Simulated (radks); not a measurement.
The numbers below are computed, except where a source is named.
Spherical quantum dot in the effective-mass picture: electrons in a parabolic well V = omega^2 r^2 / 2 with omega = 0.892, with a point charge +1 (a donor) at the centre, all in effective atomic units (hartree* = m*/eps^2 hartree, bohr* = eps/m* bohr), one dielectric constant everywhere. Level of theory: non-relativistic Kohn-Sham, LDA (Slater exchange, Perdew-Wang correlation), spin-polarised, spherical densities (a radial shooting solver with Libxc functionals). Levels are named by radial order and angular momentum (1s, 1p, 1d, 2s, ...), and open shells are averaged over m. Results are scaled to m* = 0.121 and eps = 15.1, for which hartree* = 14.44 meV and bohr* = 6.604 nm.

N = 23, configuration 1s2 1p6 1d10 2s2 1f(up 3, down 0). This is the lowest configuration that the search found. Occupied and some empty levels:

level    occupation  eigenvalue (meV)  <r> (nm)
1s up             1            144.63     9.913
1s down           1            144.80     9.756
1p up             3            152.26     14.76
1p down           3            152.65     14.66
2s up             1            157.13     14.34
2s down           1            157.49     14.41
1d up             5            158.85     17.04
1d down           5            159.33     16.99
1f up             3            165.97     18.70
1f down           0            166.48     18.69
2p up             0            167.59     16.19
2p down           0            167.91     16.23
1g up             0            173.69     20.07
1g down           0            174.20     20.09
2d up             0            176.47     18.07
2d down           0            176.79     18.08

Energy (meV): total 2224.62, kinetic 274.35, external 665.61, Hartree 1426.8, exchange-correlation -142.10.
